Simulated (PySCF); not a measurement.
All values below come from PBE-D3(BJ)/def2-TZVP // PBE0-D3(BJ)/def2-TZVP run with PySCF. All species are isolated molecules in the gas phase. 

Reference species (SMILES): `[C](N)N` (lower singlet) (neutral, multiplicity 1).

dipole moment: 2.75 D

Changed species: `[C-]#[N+][C]N` (lower singlet) (X = isocyano, multiplicity 1; the reference has X = amino, multiplicity 1).

Task: What does the change do to the dipole moment?

Result: the dipole moment rises by 2.23 D, to 4.98 D.
